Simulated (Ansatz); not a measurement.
The cluster H4Au3, relaxed as a doublet with UKS PBE-D4/def2-TZVP in Ansatz, starting from the GFN1-xTB geometry. Force threshold 0.02 eV/Å.

In the def2 sets Au takes a core potential; there is no spin–orbit coupling. In the doublet, H5 and H7 lie 0.80 Å apart (atoms count from 1), so H2 has formed as a molecule. The relaxation made no stability test and no search for a lower SCF solution. No other spin state of charge 0 was run. Another isomer (doublet) lies 0.06 eV lower at PBE0-D4/def2-TZVP; other spin states weren't run for this one.

Start:

```tsv
atom	x (Å)	y (Å)	z (Å)
Au1	0.035	-0.537	-0.807
Au2	0.117	1.745	0.198
Au3	-0.174	-0.281	1.669
H4	0.245	3.274	0.012
H5	-0.053	-2.028	-1.077
H6	-0.344	-1.662	2.316
H7	0.174	-0.511	-2.311
```

```
         step  energy (eV)  largest force component (eV/Å)  SCF passes
            1  -11148.3541                           1.642          20
            2  -11148.9555                           0.705          27
            3  -11149.0103                           0.116          23
 4 (rejected)  -11149.0095                           0.098          22
            5  -11149.0132                           0.044          23
            6  -11149.0162                           0.042          22
            7  -11149.0185                           0.062          23
            8  -11149.0318                           0.322          28
            9  -11149.1102                           0.735          26
           10  -11149.2121                           0.801          27
           11  -11149.2846                           0.578          26
           13  -11149.3577                           0.190          26
           15  -11149.4069                           0.182          26
           17  -11149.4758                           0.534          28
           19  -11149.5067                           0.107          27
           21  -11149.5108                           0.016          21
23 (rejected)  -11149.5081                           0.088          23
           25  -11149.5114                           0.021          22
           27  -11149.5121                           0.022          21
           29  -11149.5128                           0.031          21
           31  -11149.5137                           0.123          22
           33  -11149.5164                           0.020          22
           35  -11149.5171                           0.009          22
           37  -11149.5172                           0.016          22
```

Force components are those of the run's own axes.

End:

```xyz
7

Au    0.023   -0.642   -0.736
Au    0.195    1.945    0.077
Au   -0.228   -0.043    1.839
H     0.240    3.403    0.711
H     0.484   -1.812   -2.227
H    -0.471   -1.312    2.764
H    -0.243   -1.538   -2.429
```

By distances, no bond broke or formed. The bond that changes most is Au1–H5, from 1.52 to 1.95 Å (atoms count from 1). A close non-bonded pair moves further: H5–H7, from 1.97 to 0.80 Å.

The force fell under the threshold at step 21, but the optimiser went on and released 0.006 eV more. No frequencies were taken in this run, so the end may be a saddle point.

Run time 67 s (4 threads of Arm Neoverse V2 on a shared host).
